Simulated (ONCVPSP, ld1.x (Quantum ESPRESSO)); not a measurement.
## Potentials for nitrogen compared

Generated with ld1.x 7.5 (TM, RRKJ, ultrasoft, PAW), atompaw 4.2 or ONCVPSP 4.0.1. The cutoff is in Ry: for ld1.x and atompaw files where the sum of valence levels is converged to 10 mRy in a Bessel basis, for ONCV files where the hardest occupied wave has 1 mHa per electron of residual kinetic energy. The error is the largest all-electron minus pseudo excitation energy over each file’s own four to seven test configurations (ionisations up to +4, promotions, holes and added fractions of an electron), all of which were solved. The labels leave out finer settings (local radius, basis sizes, second energies), which also bear on the numbers. Spin-polarised tests are not counted. The rows are a selection from randomly drawn settings: files with unsolved tests, undetermined cutoffs or missed reference levels are left out.

| potential | cutoff (Ry) | largest error (meV) | bound ghosts |
| --- | --- | --- | --- |
| ONCV, PBEsol, scalar-relativistic, rc 1.10/1.90 (sp), local s, core correction yes, reference 2s2 2p3, qcut 6.4/8.9, projectors 0/2 | 47 | +1075 | none |
| ultrasoft, LDA (PZ), scalar-relativistic, rc 0.95/1.52/2.25 (spd), local smoothed, core correction yes, reference 2s1 2p4 | 30 | +451 | none |
| ONCV, PBE, scalar-relativistic, rc 0.80/2.10/2.10 (spd), local smoothed, core correction no, reference 2s2 2p1, qcut 10.4/8/4.9, projectors 2/2/3 | 68 | +457 | none |
| ONCV, PBEsol, non-relativistic, rc 0.75/2.55 (sp), local s, core correction yes, reference 2s1.75 2p3.25, qcut 10/6.3, projectors 0/3 | 59 | +1116 | none |
| ONCV, PBE, fully relativistic, rc 0.95/1.95 (sp), local smoothed, core correction yes, reference 2s2 2p3, qcut 6.5/8.6, projectors 2/2 | 92 | +1203 | none |

(1) Fill in the row for N: ONCV, PBE, scalar-relativistic, rc 1.00/1.65/1.25 (spd), local smoothed, core correction yes, reference 2s1 2p4, qcut 6.1/10.6/8.3, projectors 1/1/1.

(2) Fill in the row for N: ONCV, PBE, scalar-relativistic, rc 1.00/1.90 (sp), local s, core correction yes, reference 2s2 2p3, qcut 6.1/5.8, projectors 0/2.

Results:

(1) cutoff 136 Ry, largest error +974 meV, bound ghosts: none.

(2) cutoff 144 Ry, largest error +2030 meV, bound ghosts: none.
